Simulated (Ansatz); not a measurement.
Si4SnH12⁺, that is Sn(SiH3)4 with one electron fewer. Total charge 1; doublet. Geometry B3LYP-D4/def2-SVP, that of the neutral singlet; atoms count from 1.

Cartesian coordinates in Å:
```
Sn -0.0086 -0.0012 0.0036
Si 1.7195 -1.5029 1.2076
H 3.1043 -1.1350 0.7863
H 1.4824 -2.9379 0.8689
H 1.6100 -1.3364 2.6877
Si 0.3205 2.4558 0.7423
H 1.6678 2.9406 0.3179
H 0.2171 2.5707 2.2276
H -0.7190 3.3297 0.1211
Si -2.3988 -0.7846 0.6047
H -2.6229 -0.6816 2.0776
H -2.5939 -2.2058 0.1897
H -3.4120 0.0614 -0.0938
Si 0.3520 -0.1691 -2.5523
H 1.7076 0.3460 -2.9094
H -0.6727 0.6396 -3.2777
H 0.2467 -1.5893 -3.0018
```

In the def2 sets Sn takes a core potential; there is no spin–orbit coupling.

Q: Estimate the Mulliken populations from the PBE0/def2-TZVP orbitals of Ansatz.

A: 
| atom | charge (e) | spin (α − β) |
| --- | --- | --- |
| Sn1 | 0.37 | 0.26 |
| Si2 | -0.03 | 0.14 |
| H3 | 0.06 | 0.02 |
| H4 | 0.06 | -0.01 |
| H5 | 0.07 | 0.03 |
| Si6 | -0.03 | 0.14 |
| H7 | 0.06 | 0.02 |
| H8 | 0.07 | 0.03 |
| H9 | 0.06 | -0.01 |
| Si10 | -0.03 | 0.13 |
| H11 | 0.05 | -0.01 |
| H12 | 0.06 | 0.02 |
| H13 | 0.06 | 0.02 |
| Si14 | -0.03 | 0.15 |
| H15 | 0.06 | -0.01 |
| H16 | 0.07 | 0.03 |
| H17 | 0.06 | 0.02 |
Mulliken values depend strongly on the basis.

Q: Where does the spin sit?

A: Summed by element: Sn 0.26, Si 0.57, H 0.17, of 1 unpaired in all. Largest on single atoms: Sn1 0.26, Si14 0.15, Si6 0.14.

Q: And the Mayer bond orders between heavy atoms (over 0.3)?

A: Sn1–Si2 0.81 (2.59 Å); Sn1–Si6 0.81 (2.59 Å); Sn1–Si10 0.82 (2.59 Å); Sn1–Si14 0.81 (2.59 Å).
